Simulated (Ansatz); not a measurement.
The cluster Li₇H₈⁻, relaxed as a triplet with UKS PBE0-D4/def2-TZVPD in Ansatz, starting from the PBE0-D4/def2-TZVPD geometry of the charge -1 singlet. Force threshold 0.02 eV/Å.

The highest occupied level of the charge -1 triplet lies above zero (up to 0.31 eV). It is a level of α spin, whose loss leaves a doublet; that state wasn't run at this geometry and level. The electron is either unbound and held by the finite basis, or the level is raised by self-interaction error. The relaxation made no stability test and no search for a lower SCF solution. At PBE0-D4/def2-TZVPD a singlet of charge -1 lies 3.12 eV below the triplet, each at its own geometry. The structure comes from a short search, and lower isomers may exist.

Start:

```xyz
15

Li    0.140    0.411   -0.405
Li   -0.958    1.796    1.446
Li   -3.242    1.429    0.504
Li   -2.246   -0.262   -1.046
Li    2.247    0.267    1.041
Li    3.185   -1.596   -0.339
Li    0.970   -1.758   -1.484
H     2.378   -2.823   -1.350
H    -1.460    1.311   -0.321
H    -0.690   -1.106   -1.323
H     3.656   -0.795    1.183
H    -2.599    2.174    1.991
H     1.828   -0.232   -0.746
H     0.679    1.073    1.356
H    -3.890    0.111   -0.507
```

(1) Estimate the energy that the relaxation releases and the steps that it takes.

(2) Does the start keep its bonding and symmetry?

(3) Predict the relaxed structure.

Answers

(1) 0.44 eV, in 9 steps; 34 s on 4 threads of Arm Neoverse V2 on a shared host. The force fell under the threshold at step 8, but the optimiser went on. No frequencies were taken in this run, so the end may be a saddle point.

(2) By distances, no bond broke or formed. The bond that changes most is Li1–H10, from 1.96 to 1.83 Å (atoms count from 1). Point group C2v at the start, C2v at the end, both within 0.05 Å.

(3) 
```xyz
15

Li    0.235    0.691   -0.682
Li   -0.860    1.533    1.556
Li   -3.224    1.277    0.617
Li   -2.119   -0.462   -0.896
Li    2.019    0.173    1.183
Li    3.084   -1.689   -0.210
Li    0.761   -1.820   -1.273
H     2.239   -2.781   -1.295
H    -1.430    1.146   -0.197
H    -0.510   -0.603   -1.740
H     3.521   -0.749    1.207
H    -2.480    2.076    1.993
H     1.706   -0.333   -0.605
H     0.819    1.503    0.850
H    -3.763    0.040   -0.508
```
Bond lengths (bridged metal pairs left out): 20 × H–Li 1.76 to 1.88 Å.
